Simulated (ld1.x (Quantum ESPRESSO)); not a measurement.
Varying the TM potential for Zn

Base potential:

zinc, norm-conserving Troullier–Martins (Kleinman–Bylander form), made with ld1.x (Quantum ESPRESSO) 7.5 (LDA (PZ), scalar-relativistic). Core [Ar] 3d10, reference 4s1.75 4p0.25. Waves: 4s (bound): rc 1.75 bohr; 4p (bound): rc 3.35 bohr. Local part: all-electron potential smoothed inside 3.00 bohr (lloc = -1). Core correction: a·sin(br)/r model core, default radius (core density twice the valence density).

Cutoffs, loose and tight: the cutoffs (Ry, on a coarse ladder) from which the occupation-weighted sum of valence levels, in a spherical-Bessel basis at the reference potential, stays within 10 and 1 mRy of its value at 400 Ry. They do not see the model core or the augmentation charge, which bear on the density cutoff. Test errors are all-electron minus pseudo excitation energies from the reference, over the configurations 4s2 4p0; 4s1 4p0; 4s1.5 4p0; 4s1 4p1; 4s0 4p1; 4s0 4p2 (two spin-polarised tests are not counted in the largest error). A dash means not determined; rows that change the core or the reference have their own tests.

A true bound ghost makes a file unfit for plane-wave use even where its test errors are small: the radial tests pick states by their node count and pass the ghost by.

```csv
change,outcome,"cutoff, loose","cutoff, tight",bound ghosts,largest test error (meV)
base,generated,12 Ry,30 Ry,none,-170
wave 4s (bound): rc 1.75 bohr becomes 4s (bound): rc 1.20 bohr,generated,140 Ry,230 Ry,s,-170
wave 4s (bound): rc 1.75 bohr becomes 4s (bound): rc 1.80 bohr,generated,12 Ry,30 Ry,none,-170
wave 4s (bound): rc 1.75 bohr becomes 4s (bound): rc 1.96 bohr,generated,10 Ry,30 Ry,none,-171
wave 4s (bound): rc 1.75 bohr becomes 4s (bound): rc 2.36 bohr,generated,10 Ry,25 Ry,none,-187
wave 4s (bound): rc 1.75 bohr becomes 4s (bound): rc 2.54 bohr,generated,8 Ry,21 Ry,none,-204
```

Task: What comes out with this change to the base: wave 4s (bound): rc 1.75 bohr becomes 4s (bound): rc 1.40 bohr?

Result: outcome: generated; cutoff, loose: 35 Ry; cutoff, tight: 70 Ry; bound ghosts: none; largest test error (meV): -177.

Reading the sweep of the s radius (base included, trends over the rows without a ghost): The loose cutoff falls from 35 Ry at 1.4 to 8 Ry at 2.54 bohr. A larger radius leaves more room for a smooth pseudo-wave, so fewer plane waves are needed; a smaller one forces it to follow the all-electron wave where it bends sharply. The median size of the test errors (rows with all tests solved) rises from 42.2 meV at 1.4 to 54.9 meV at 2.54 bohr, with one reversal. More of the atom is replaced by a form fitted at one configuration, so other configurations suffer as the radius grows. Bound ghosts are found at 1.2 bohr.
